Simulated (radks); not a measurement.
All-electron atom: Ce2+ in [Xe] 4f2. All-electron calculation, scalar-relativistic Kohn-Sham, LDA (Slater exchange, Perdew-Wang correlation), spin-polarised, spherical densities, point nucleus; open shells are filled with parallel spins first (spin-orbit coupling, left out, can overturn this in heavy ions); hard spherical wall at 3 bohr. Program: a radial shooting solver on a logarithmic mesh with Libxc functionals.

Radial electron density D(r) = 4 pi r^2 rho(r):

```
   r/bohr * D(r) (the largest magnitude, 99.7, reaches the edge; | marks zero)
0.0008645 |*
0.0009825 |*
 0.001117 | *
 0.001279 | *
 0.001454 |  *
 0.001653 |   *
 0.001878 |   *
 0.002135 |    *
 0.002426 |     *
  0.00278 |       *
 0.003159 |         *
 0.003591 |          *
 0.004081 |             *
 0.004638 |               *
 0.005272 |                  *
  0.00604 |                     *
 0.006865 |                        *
 0.007802 |                            *
 0.008867 |                               *
  0.01008 |                                  *
  0.01145 |                                     *
  0.01312 |                                       *
  0.01491 |                                         *
  0.01695 |                                         *
  0.01927 |                                         *
   0.0219 |                                        *
  0.02509 |                                      *
  0.02851 |                                     *
  0.03241 |                                    *
  0.03683 |                                    *
  0.04186 |                                       *
  0.04758 |                                          *
  0.05451 |                                               *
  0.06195 |                                                   *
  0.07041 |                                                      *
  0.08003 |                                                      *
  0.09096 |                                                   *
   0.1034 |                                               *
   0.1184 |                                          *
   0.1346 |                                        *
    0.153 |                                        *
   0.1739 |                                           *
   0.1976 |                                              *
   0.2264 |                                              *
   0.2573 |                                          *
   0.2925 |                                  *
   0.3324 |                         *
   0.3778 |                   *
   0.4294 |                *
   0.4919 |                 *
   0.5591 |                   *
   0.6355 |                   *
   0.7222 |                 *
   0.8209 |             *
    0.933 |         *
    1.069 |      *
    1.215 |     *
    1.381 |    *
    1.569 |    *
    1.784 |   *
    2.027 |  *
    2.322 |*
     2.64 *
```

D(r) has 4 maxima, at r = 0.0171, 0.0757, 0.214, 0.596 bohr, and minima at 0.0329, 0.141, 0.436 bohr, inside which lie 1.95, 11.18, 29.08 electrons.
